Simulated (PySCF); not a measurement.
1,3-azasiletidine (C₂H₇NSi), SMILES C1NC[SiH2]1.

Coordinates come from a PBE0-D3(BJ)/def2-SVP optimisation.

Two levels are set side by side: PBE/def2-TZVP (PySCF) and HF/def2-TZVP (PySCF). Same geometry, gas phase. Differences are taken from unrounded values.

```json
[
 {"quantity": "orbital gap (eV)", "HF": "12.96"},
 {"quantity": "highest occupied level (eV)", "HF": "-9.97"},
 {"quantity": "lowest empty level (eV)", "HF": "2.99"},
 {"quantity": "dipole moment (D)", "HF": "1.05"},
 {"quantity": "mean polarisability (bohr³)", "HF": "53.6"}
]
```

Q: What does PBE give, and how far is it from HF? (Estimate from the structure and the level; the computed values follow.)

A: 
```tsv
quantity	PBE	PBE minus HF
orbital gap (eV)	4.47	-8.49
highest occupied level (eV)	-5.07	4.90
lowest empty level (eV)	-0.60	-3.59
dipole moment (D)	0.99	-0.05
mean polarisability (bohr³)	59.4	5.8
```

PBE's occupied levels lie high since its potential decays too fast outside the molecule; exact exchange lowers them and widens the gap. Loosely held outer electrons make PBE densities more polarisable. Differences between two approximate levels are no errors against the true value.

Rough cost on one machine, each run with all the roots and properties that it gave: HF against PBE about 1/4.
